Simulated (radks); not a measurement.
Correlation energies from several functionals, in hartree. Species: Pb2+ [Hg]; Li [He] 2s1; H 1s1. Method: non-relativistic Kohn-Sham, PBE, spin-polarised, spherical densities, point nucleus; computed with a radial shooting solver on a logarithmic mesh with Libxc functionals. Every spin shell is full or empty, so the densities are truly spherical. Functionals are evaluated on that one density, not self-consistently.

| functional | Pb2+ | Li | H |
|---|---|---|---|
| PW92 | -8.4609 | -0.15072 | -0.021956 |
| VWN5 | -8.4953 | -0.15140 | -0.021915 |
| Wigner | -4.3463 | -0.10418 | 0 |
| Chachiyo | -8.3701 | -0.14757 | -0.021983 |
| PBEsol | -5.5713 | -0.064390 | -0.0076592 |
| LYP | -4.3966 | -0.053766 | 0 |
| P86 | -5.5935 | -0.052195 | -0.0023858 |
| TPSS | -4.9785 | -0.049222 | 0 |
| r2SCAN | -5.0262 | -0.046039 | 0 |
| Tao-Mo | -4.8715 | -0.034623 | 0 |
